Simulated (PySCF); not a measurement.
Sn(Br)(OH)2(NH2) (BrH₄NO₂Sn), SMILES [OH][Sn]([NH2])([OH])[Br].

The structure is a stationary point at PBE-D3(BJ)/def2-SVP. The structure was generated by enumeration; whether it is a known compound was not checked. The def2 effective core potentials stand for the cores of Sn; spin–orbit coupling is left out. Other conformers were not sampled.

Vertical ionisation energy (IE) and electron affinity (EA) in eV. Rows of orbital energies are one-electron estimates. Where ΔSCF, EOM or ADC give a negative EA the extra electron is unbound and the value depends on the basis.

```
level                                           IE    EA
--------------------------------------------  ----  ----
−ε(HOMO), −ε(LUMO), M06-2X/def2-TZVP (PySCF)  9.74  1.19
−ε(HOMO), −ε(LUMO), PBE/def2-TZVP (PySCF)     6.90  3.12
```
